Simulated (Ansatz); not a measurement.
`C[N](C)[Ga]([F])[N](C)C`, 20 atoms. Charge 0, multiplicity 1. Correlated methods include outer-core shells of Ga, which these sets cover unevenly. Scalar relativity is left out up to krypton. Hardware: A = 4 threads of an AMD EPYC 7R13 on a shared host and a share of an NVIDIA H100 80 GB; B = 4 threads of an AMD EPYC 7R13 on a shared host. Correlated methods freeze the cores.

Question: Give the basis size and wall time and peak host memory of each of these runs in Ansatz. RKS CAM-B3LYP-D4/def2-TZVPP energy [A]; RKS SPW92 (LDA)/def2-TZVPP energy [A]; RKS ωB97M-V/def2-SVP energy [B]; RKS BHLYP-D4/def2-TZVPP energy [A]; RHF-CCSD(T)/def2-TZVPP energy [A]; RHF-MP2/def2-QZVPP energy [A]; RKS PBE0-D4/def2-SVP energy [B]; RKS PBE0-D4/def2-QZVPP energy [A]; RHF-CCSD(T)/def2-SVP energy [A]; RKS ωB97M-V/def2-QZVPP energy [A]; direct RPA on PBE orbitals/def2-TZVPP energy [A]; RKS PBE0-D4/def2-TZVP relaxation (5 steps) [A]. (Best estimate.)

Answer: Computed: Other jobs shared the machine, so times are rough.

| level | job | functions | wall time | peak host memory (GiB) |
| --- | --- | --- | --- | --- |
| RKS BHLYP-D4/def2-TZVPP | energy [A] | 433 | 2.6 s | 0.94 |
| RKS PBE0-D4/def2-SVP | energy [B] | 190 | 3.3 s | 0.88 |
| RKS SPW92 (LDA)/def2-TZVPP | energy [A] | 433 | 6 s | 0.92 |
| RKS CAM-B3LYP-D4/def2-TZVPP | energy [A] | 433 | 8.5 s | 0.95 |
| direct RPA on PBE orbitals/def2-TZVPP | energy [A] | 433 | 9 s | 2 |
| RKS ωB97M-V/def2-SVP | energy [B] | 190 | 9.5 s | 1.1 |
| RHF-CCSD(T)/def2-SVP | energy [A] | 190 | 11 s | 0.83 |
| RKS PBE0-D4/def2-QZVPP | energy [A] | 848 | 11 s | 1.4 |
| RHF-MP2/def2-QZVPP | energy [A] | 848 | 12 s | 1.5 |
| RKS ωB97M-V/def2-QZVPP | energy [A] | 848 | 14 s | 1.5 |
| RKS PBE0-D4/def2-TZVP | relaxation (5 steps) [A] | 337 | 19 s | 1 |
| RHF-CCSD(T)/def2-TZVPP | energy [A] | 433 | 2.5 min | 1.9 |
